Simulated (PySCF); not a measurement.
**Working out the ionisation energy of Se²⁺**

Se²⁺ [Ar] 3d10 4s2 4p2 (3P) → Se³⁺ [Ar] 3d10 4s2 4p1 (2P). Computed with PySCF 2.14 in jorge-DZP-DKH (8s6p2d1f, 43 functions), with the spin-free X2C one-electron Hamiltonian (Gaussian nucleus). Frozen: [Ar] 3d10. Energies in hartree (1 hartree = 27.21139 eV):

```
            part  Se²⁺ (lower)  Se³⁺ (upper)
             UHF  -2426.853698  -2425.719986
CCSD correlation     -0.035995     -0.039182
             (T)     -0.000191     -0.000136
```

**Question.** What does Hartree-Fock give?

**Answer.** (-2425.719986) − (-2426.853698) = 1.133712 hartree = 30.850 eV.

**Question.** What do CCSD and CCSD(T) give?

**Answer.** The CCSD correlation energies differ by -0.003187 hartree = -0.087 eV and the triples by 0.000055 hartree = 0.001 eV, so CCSD gives 30.763 eV and CCSD(T) 30.764 eV.

Reference: 31.697 ± 0.019 eV (measured; NIST Atomic Spectra Database, ionization energies), between the lowest levels; spin-orbit coupling is absent from the calculation.

A double-zeta basis recovers only part of the correlation energy.

What remains against the reference includes basis incompleteness, the frozen core and higher excitations.
